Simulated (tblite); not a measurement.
C₂H₉AlO₄Si, charge +1, doublet, at a GFN2-xTB geometry (such geometries of metal compounds can be far from the true shape) (a state made from the parent by changing its charge; the spin is typed, not shown lowest); GFN1-xTB in tblite.

The tblite input:
```
$ tblite run mol.xyz --method gfn1 --charge 1 --spin 1 --efield 0,0,0.1 --json tblite.json --no-restart

# file mol.xyz
17

Al    -0.01944120     1.49296815     0.93481994
C      1.12383577     3.09556602     0.42530824
H      2.15946912     2.75049573     0.39875371
H      0.97362376     3.87882205     1.16763451
H      0.80092462     3.40757839    -0.57038368
C     -1.17363057     1.69680514     2.59895152
H     -1.91487700     0.89501268     2.56071909
H     -1.63502705     2.68397638     2.57383420
H     -0.52026336     1.59036090     3.46595264
O     -0.00279194     0.11835516     0.06961919
Si     0.01497289    -1.31041999    -0.82388299
O      1.18820243    -2.20908783    -0.19881595
O      0.30970440    -0.86659517    -2.33890319
O     -1.44290777    -1.95739670    -0.63016748
H      1.01242399    -2.89533962     0.43955139
H      1.17656559    -0.95107446    -2.72797487
H     -2.12861261    -1.85896885    -1.28580334
```

It wrote (shortened):

```
xTB calculator
 | screened Coulomb repulsion
 | Coulomb electrostatics
 |  * isotropic Klopman-Ohno-Mataga-Nishimoto electrostatics
 |  * onsite third-order electrostatics
 | DFT-D3(BJ) dispersion correction
 | Interactions (1)
 | [1] electric field

halogen bonding energy    0.0000000000000E+00 Eh
repulsion energy          2.5547669716190E-01 Eh
dispersion energy        -5.8880562927076E-03 Eh
interaction energy        0.0000000000000E+00 Eh
number of electrons       4.7000000000000E+01 e
integral cutoff           4.0000000000000E+01 bohr

------------------------------------------------------------
  cycle        total energy    energy error   density error
------------------------------------------------------------
      1     -30.15578664239  -3.0405375E+01   4.5855031E-01
      2     -30.76115308983  -6.0536645E-01   2.3129597E-01
      3     -30.73004089462   3.1112195E-02   1.3714767E-01
      4     -30.81909199748  -8.9051103E-02   5.9914394E-02
      5     -30.84080628880  -2.1714291E-02   1.1030687E-02
      6     -30.84207107085  -1.2647821E-03   4.7030489E-03
      7     -30.84214444886  -7.3378013E-05   3.1346369E-03
      8     -30.84224067522  -9.6226351E-05   5.1286907E-04
      9     -30.84224151634  -8.4112029E-07   2.0634688E-04
     10     -30.84224159985  -8.3512454E-08   1.1969430E-04
     11     -30.84224172009  -1.2023822E-07   6.9175345E-05
     12     -30.84224177511  -5.5022557E-08   2.3884302E-05
     13     -30.84224178271  -7.6051343E-09   1.7994698E-06
------------------------------------------------------------

electronic energy        -3.1091830423583E+01 Eh
total energy             -3.0842241782714E+01 Eh

Post processing:
 | Mayer-Wiberg bond orders

[Info] JSON dump of results written to 'tblite.json'
```
